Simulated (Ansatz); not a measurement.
Ansatz (an electronic-structure program) input (RI-MP2/def2-QZVPPD):
A basis named .json is the Basis Set Exchange file of that set.

Ansatz 0.2 input:
```yaml
crystal:
  periodic: [false, false, false]
  atoms:
    - {symbol: La, position_ang: [-0.00000000, -0.00000000, -0.23655829]}
    - {symbol: O, position_ang: [0.00000000, 0.00000000, 1.68547780]}
basis:
  gaussian:
    orbitals: def2-QZVPPD.json
    fitting: {mean_field: def2-universal-jkfit, correlation: def2-QZVPPD-RIFIT.json}
magnetization: {spin_polarized: true, initial_magnetization: 1}
correlation: {method: mp2, electrons: outside_noble_gas}
```

Output:

```
Functional definition: HF
integrals: 0.07 GiB planned
304 factors; integrals over basis functions are off by at most 1.2e0 eV
409 factors; integrals over basis functions are off by at most 6.1e-1 eV
mean field: 0.26 GiB planned
mean field evaluation 1: about -2876.2321 eV, gradient 4.7e1 eV
mean field evaluation 2: about -2850.1014 eV, gradient 9.1e1 eV
mean field evaluation 4: about -2885.9807 eV, gradient 1.3e0 eV
mean field evaluation 8: about -2886.0311 eV, gradient 1.1e-2 eV
mean field evaluation 16: about -2883.6726 eV, gradient 3.5e0 eV
mean field evaluation 32: about -2886.0300 eV, gradient 2.4e-1 eV
mean field evaluation 64: about -2885.3294 eV, gradient 4.2e0 eV
mean field evaluation 96: about -2883.0538 eV, gradient 1.6e0 eV
mean field -2886.03109277 eV, -106.0596864372 hartree, gradient 3.8e-6 eV, S^2 0.753636; 8 other end points of the search recorded, 0 dependent functions left out
5 core orbitals not correlated, not the lowest: weight in the atoms' cores, before any rotation towards them, 0.490 or more for the frozen orbitals, at most 0.485 for the correlated occupied ones
reference -2886.03109277 eV, -106.0596864372 hartree; 5, 4 occupied and 137, 138 virtual orbitals, 409 factors
second order -9.02294206 eV of doubles, -0.00000000 eV of singles
Total energy: -2895.05403483 eV, -106.3912734418 hartree
```

The spin state was set by rule; other spins were not relaxed.
